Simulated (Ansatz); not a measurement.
Species: CuBr (charge 0, singlet). SMILES: [Cu][Br]
Geometry: optimised at B3LYP-D3(BJ)/def2-TZVP (Ansatz, a quantum-chemistry and plane-wave program).

Quantity: vertical electron affinity (to the doublet state of charge -1; a negative value means that the extra electron is unbound and the number depends on the basis; each state is the SCF solution reached for its spin; for the singlet T1 is 0.026), in eV. Correlated levels leave the core frozen unless marked. UHF or UKS for open shells. No spin-orbit coupling. Frozen are the shells of the preceding noble gas and the d and f shells that filled before the atom's block. Non-relativistic. Anions need diffuse functions: def2-D sets add few. 

| level | program | vertical electron affinity (eV) |
|---|---|---|
| SVWN5/def2-TZVPD | Ansatz | 1.55 |
| PBE/def2-TZVPD | Ansatz | 1.40 |
| B3LYP/def2-TZVPD | Ansatz | 1.37 |
| CAM-B3LYP/def2-TZVPD | Ansatz | 1.36 |
| wB97M-V/def2-TZVPD | Ansatz | 1.17 |
| wB97X/def2-TZVPD | Ansatz | 1.16 |
| CCSD/def2-SVPD | Ansatz | 0.95 |
| CCSD/def2-TZVPPD | Ansatz | 1.09 |
| CCSD(T)/def2-TZVPPD | Ansatz | 1.17 |
